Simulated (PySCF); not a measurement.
## Radial density of B (boron, neutral)

BLYP, [He] 2s1 2p1 3s1, high-spin 4P determinant (an excited configuration). Calculation: PySCF 2.14, in aug-cc-pCVQZ-DK; the spin-free X2C one-electron Hamiltonian (Gaussian nucleus).

| r (bohr) | 4πr²ρ (e/bohr) | 4πr²(ρα − ρβ) |
| --- | --- | --- |
| 0.00493 | 0.02156 | 0.0007 |
| 0.00829 | 0.05825 | 0.0018 |
| 0.0140 | 0.1546 | 0.0049 |
| 0.0235 | 0.3956 | 0.0124 |
| 0.0395 | 0.9508 | 0.0297 |
| 0.0664 | 2.051 | 0.0634 |
| 0.112 | 3.704 | 0.1106 |
| 0.188 | 4.995 | 0.1350 |
| 0.316 | 4.209 | 0.0963 |
| 0.531 | 1.820 | 0.1779 |
| 0.894 | 0.9461 | 0.7506 |
| 1.50 | 1.152 | 1.1492 |
| 2.53 | 0.4754 | 0.4754 |
| 4.25 | 0.2050 | 0.2050 |
| 7.15 | 0.1540 | 0.1540 |
| 12.0 | 0.003008 | 0.0030 |

Densities and radii are taken from the X2C orbitals without a picture-change correction, which distorts them close to the nucleus.

The outer electron is Rydberg-like, and this basis confines it to a smaller radius and binds it less than a complete one would.
